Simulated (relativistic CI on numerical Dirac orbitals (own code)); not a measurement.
Sensitivity of the levels of Tb18+ to α and to the nuclear radius

Method of calculation: Dirac-Coulomb-Breit CI, separate exchange-only KLI orbitals for each configuration, derivatives by finite differences, unscaled Slater integrals, QED left out (own radial code, finite nucleus).

Configurations in the expansion (outside the closed core [Ar] 3d10 4s2): 4p⁶4d¹⁰4f, 4p⁶4d¹⁰5s, 4p⁶4d¹⁰5p, 4p⁶4d⁹4f², 4p⁶4d¹⁰5d, 4p⁶4d⁹5s², 4p⁵4d¹⁰4f², 4p⁶4d¹⁰5f. Levels of other configurations are missing.

With x = (α/α₀)² − 1 an excitation energy changes as ω = ω₀ + qx; K = 2q/ω₀ is the relative enhancement. Terms are leading LS components, so labels can repeat. The field-shift factor is F = δν/δ⟨r²⟩ for the transition from the lowest level.

Lowest level 4p⁶4d¹⁰4f ²F°5/2.

| Level | ω₀ (cm⁻¹) | q (cm⁻¹) | F (GHz/fm²) |
| --- | --- | --- | --- |
| 4p⁶4d¹⁰4f ²F°7/2 | 10040 | 9273 | 0.316 |
| 4p⁶4d¹⁰5s ²S1/2 | 275768 | -187800 | 207 |
| 4p⁶4d¹⁰5p ²P°1/2 | 520171 | -162600 | 17.1 |
| 4p⁶4d¹⁰5p ²P°3/2 | 611292 | -57580 | 9.56 |
| 4p⁶4d¹⁰5d ²D3/2 | 1003089 | -49100 | 10.7 |
| 4p⁶4d¹⁰5d ²D5/2 | 1020527 | -31270 | 11 |
| 4p⁶4d⁹4f² ⁴F3/2 | 1155107 | -21.92 | 10.3 |
| 4p⁶4d⁹4f² ⁴F5/2 | 1158115 | 678.1 | 10.3 |
| 4p⁶4d⁹4f² ⁴F7/2 | 1164090 | 5176 | 10.5 |
| 4p⁶4d⁹4f² ⁴F9/2 | 1173003 | 11290 | 10.7 |
| 4p⁶4d⁹4f² ⁴D7/2 | 1182329 | -1877 | 10.4 |
| 4p⁶4d⁹4f² ⁴D5/2 | 1188903 | 3225 | 10.6 |
| 4p⁶4d⁹4f² ⁴G5/2 | 1189515 | 4123 | 10.6 |
| 4p⁶4d⁹4f² ⁴D7/2 | 1190530 | 6725 | 10.7 |
| 4p⁶4d⁹4f² ⁴K15/2 | 1191692 | 3439 | 10.6 |
| 4p⁶4d⁹4f² ⁴K13/2 | 1192235 | -2766 | 10.4 |
| 4p⁶4d⁹4f² ⁴G9/2 | 1192555 | 1517 | 10.5 |
| 4p⁶4d⁹4f² ⁴K17/2 | 1192667 | 8554 | 10.8 |
| 4p⁶4d⁹4f² ⁴D3/2 | 1194203 | 8000 | 10.7 |
| 4p⁶4d⁹4f² ⁴G11/2 | 1194991 | 4804 | 10.7 |
| 4p⁶4d⁹4f² ⁴D1/2 | 1200162 | 14230 | 10.8 |
| 4p⁶4d⁹4f² ²F7/2 | 1202394 | 7683 | 10.8 |
| 4p⁶4d⁹4f² ⁴H13/2 | 1202642 | 4965 | 10.8 |

At this charge transitions that keep the count of f electrons are usually good to a few per cent. Terms inside the open d or f shell come out 10 to 20 % too wide with unscaled integrals. Levels that differ in their count of f electrons can be misplaced by several ten thousand cm⁻¹, since the correlation energy of f electrons is missing or only estimated; rates across such gaps can be off by orders of magnitude.

Question: Which transition from the lowest level has the largest |K|?

Answer: 4p⁶4d¹⁰4f ²F°7/2 at 10040 cm⁻¹, K = 1.85.
